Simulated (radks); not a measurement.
Polarisability of neutral arsenic, [Ar] 3d10 4s2 4p3, at imaginary frequency. All-electron calculation, non-relativistic Kohn-Sham, LDA (Slater exchange, Perdew-Wang correlation), spin-unpolarised, spherical densities, point nucleus. Program: a radial shooting solver on a logarithmic mesh with Libxc functionals. Response by self-consistent Sternheimer equations with the Hartree and adiabatic LDA kernel.

w (hartree),alpha1(iw) (bohr^3)
0.00266,36.12
0.0143,36.02
0.0360,35.50
0.0697,33.95
0.118,30.74
0.186,25.77
0.280,19.77
0.413,13.83
0.605,8.832
0.892,5.178
1.35,2.817
2.12,1.434
3.59,0.6726
6.94,0.2627
17.5,0.06185

Static values: alpha1 = 36.12 bohr^3 (5.353 angstrom^3; uncoupled 52.82). C6 = 312.7, triple-dipole C9 = 8043 atomic units. One-pole (London) frequency 4 C6 / (3 alpha1^2) = 0.320 hartree, against 0.197 for minus the highest occupied eigenvalue. The dipole shielding factor is 1.000, as the force sum rule N/Z = 1.000 demands. Recommended static value: 30 bohr^3 (Schwerdtfeger and Nagle, 2023 table).

Beside tabulated values, note that spin-unpolarised runs miss the spin-polarisation part of the exchange energy of open shells.
